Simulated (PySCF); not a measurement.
C3H7O3, charge +1, singlet, geometry from GFN2-xTB. Base run: HF/STO-3G (PySCF).

Geometry (Å):
```xyz
13

C      2.4369     0.2460    -0.3043
O      1.0679    -0.0832    -0.6489
C      0.1607     0.0504     0.2250
O      0.0227     0.4319     1.3131
O     -1.1246    -0.5296    -0.4780
C     -2.3999    -0.1221     0.0790
H      2.4870     0.7444     0.6626
H      3.0050    -0.6838    -0.2861
H      2.8116     0.8942    -1.0951
H     -1.0943    -0.4368    -1.4529
H     -2.2920    -0.1041     1.1638
H     -2.6976     0.8629    -0.2787
H     -3.1343    -0.8755    -0.2021
```
Charge +1, spin multiplicity 1.
All else is at PySCF's defaults.
Base energy -337.60401 Eh.

Variants of this job, named by their change:

```json
[
 {"change": "base", "ΔE vs base (mEh)": "0.000", "SCF cycles": "10", "outcome": "converged"},
 {"change": "conv_tol_grad = 1e-7", "ΔE vs base (mEh)": "0.000", "SCF cycles": "15", "outcome": "converged"},
 {"change": "level_shift = 0.1 (with mf.max_cycle = 100)", "ΔE vs base (mEh)": "0.000", "SCF cycles": "11", "outcome": "converged"},
 {"change": "diis_space = 12", "ΔE vs base (mEh)": "0.000", "SCF cycles": "11", "outcome": "converged"},
 {"change": "DIIS = EDIIS", "ΔE vs base (mEh)": "-", "SCF cycles": "50", "outcome": "not converged"},
 {"change": "conv_tol_grad = 1e-3", "ΔE vs base (mEh)": "0.000", "SCF cycles": "10", "outcome": "converged"},
 {"change": "init_guess = 1e", "ΔE vs base (mEh)": "0.000", "SCF cycles": "24", "outcome": "converged"},
 {"change": "level_shift = 0.5 (with mf.max_cycle = 100)", "ΔE vs base (mEh)": "0.000", "SCF cycles": "15", "outcome": "converged"},
 {"change": "init_guess = mod_huckel", "ΔE vs base (mEh)": "0.000", "SCF cycles": "14", "outcome": "converged"},
 {"change": "DIIS = ADIIS", "ΔE vs base (mEh)": "0.000", "SCF cycles": "20", "outcome": "converged"},
 {"change": "conv_tol = 1e-4", "ΔE vs base (mEh)": "0.005", "SCF cycles": "6", "outcome": "converged"},
 {"change": "conv_tol = 1e-7", "ΔE vs base (mEh)": "0.000", "SCF cycles": "9", "outcome": "converged"},
 {"change": "init_guess = sap", "ΔE vs base (mEh)": "0.000", "SCF cycles": "10", "outcome": "converged"}
]
```
